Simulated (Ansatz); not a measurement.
`B[CH2][GeH2][SeH]` + `[CH3][GeH3]` → `[CH3][GeH2][SeH]` + `B[CH2][GeH3]` at 600 K and 1 bar (formal exchange of groups at the Se–Ge bond).

Gas-phase electronic energies from Ansatz, PBE0-D4/def2-TZVP geometries. CCSD(T)/CBS adds triple-zeta CCSD(T) − MP2 to the extrapolated MP2 energy (def2 sets, frozen cores). For Ge, Se outer-core shells are correlated without core-valence functions, which leaves a few kJ/mol of doubt a bond. Scalar relativity is left out up to krypton. Each species was taken in one conformer, which may not be the lowest.

```
            species  CCSD(T)/CBS energy (Eh)  H − E (kJ/mol)  S (J/(mol·K))
`B[CH2][GeH2][SeH]`              -4543.88584           255.2          473.2
      `[CH3][GeH3]`              -2117.76728           197.4          330.8
 `[CH3][GeH2][SeH]`              -4518.50643           213.0          420.0
     `B[CH2][GeH3]`              -2143.14744           239.7          402.3
```

H − E and S are ideal-gas, rigid-rotor, harmonic terms from PBE0-D4/def2-TZVP, for one conformer and one mirror image of each species. 1 Eh = 2625.50 kJ/mol, R = 8.31446 J/(mol·K).

Question: By hand: ΔE, ΔH, ΔS and ΔG.

Answer: ΔE = (-4518.50643) + (-2143.14744) − (-4543.88584) − (-2117.76728) = -0.00075 Eh = -2.0 kJ/mol. Δ(H − E) = 213.0 + 239.7 − 255.2 − 197.4 = 0.1, so ΔH = -1.9 kJ/mol. ΔS = 420.0 + 402.3 − 473.2 − 330.8 = 18.3 J/(mol·K). ΔG = -1.9 − 600 × (18.3)/1000 = -12.9 kJ/mol.

Question: By hand: the equilibrium constant, and the temperature at which ΔG would vanish if ΔH and ΔS stayed fixed.

Answer: log₁₀ K = −ΔG/(RT ln 10) = 1.1. ΔH and −TΔS have one sign here, so there is no such temperature.

TΔS isn't small against ΔH here. A doubt of 5 kJ/mol in ΔE shifts log₁₀ K by 0.4 here. Other conformers and mirror images would add mixing entropy, several J/(mol·K) or more a flexible species. Modes under 60 cm⁻¹, often nearly free rotors, make the harmonic entropy too high. These are equilibria of isolated gas molecules and say nothing of rates. Largest T1 diagnostic: 0.011 (customary marks: 0.02 for closed shells, 0.045 for open ones).
